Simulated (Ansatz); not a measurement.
`[F][AlH][SH]` + `CCC` → `CC[CH2][AlH][F]` + H₂S  (formal exchange of groups at the Al–S bond)

Calculated with Ansatz (gas phase, PBE0-D4/def2-TZVP geometries, no zero-point term in ΔE). CCSD(T)/CBS is the MP2 limit (def2-TZVPP, def2-QZVPP) plus CCSD(T) − MP2 in def2-TZVPP, frozen cores. This one scheme is used for every species. Functionals use def2-TZVPP. B3LYP here is the variant with VWN-RPA as its local correlation; programs differ in this. One conformer a species, not always the lowest.

```
    level  ΔE (kcal/mol)
r2SCAN-D4           31.2
 B3LYP-D4           30.0
     PBE0           30.8
    B3LYP           30.6
```

(1) What does CCSD(T)/CBS give? (Estimate.)

Largest T1 diagnostic among the species: 0.012.

## Answers

(1) Computed: +30.3 kcal/mol. The listed levels differ from it by 0.9, -0.3, 0.5, 0.3 kcal/mol.

In def2-TZVPP, CCSD(T) changes the Hartree–Fock value by −2.7 kcal/mol (the triples alone add −0.2 kcal/mol) and MP2 by −2.0 kcal/mol.
